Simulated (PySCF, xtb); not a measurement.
Ti(Cl)3(OMe) (CH₃Cl₃OTi), SMILES [Ti]([Cl])([Cl])([Cl])[O]C, multiplicity 1. The values are those of a single conformer.

Harmonic wavenumbers (cm⁻¹) from GFN2-xTB (xtb) at its own minimum, in rising order: 29, 47, 48, 121, 121, 129, 179, 179, 339, 423, 423, 574, 1121, 1121, 1210, 1392, 1441, 1442, 2895, 2896, 2907.

Q: What does PBE-D3(BJ)/def2-SVP in PySCF give at its own minimum? (An estimate is asked for; the answer gives what the named calculation found.)

A: 26, 26, 62, 113, 113, 129, 214, 214, 372, 481, 481, 631, 1112, 1112, 1206, 1402, 1402, 1408, 2944, 3043, 3043. Paired by order, the mean absolute difference is 37 cm⁻¹ and the zero-point energies are 27.2 and 27.9 kcal/mol.
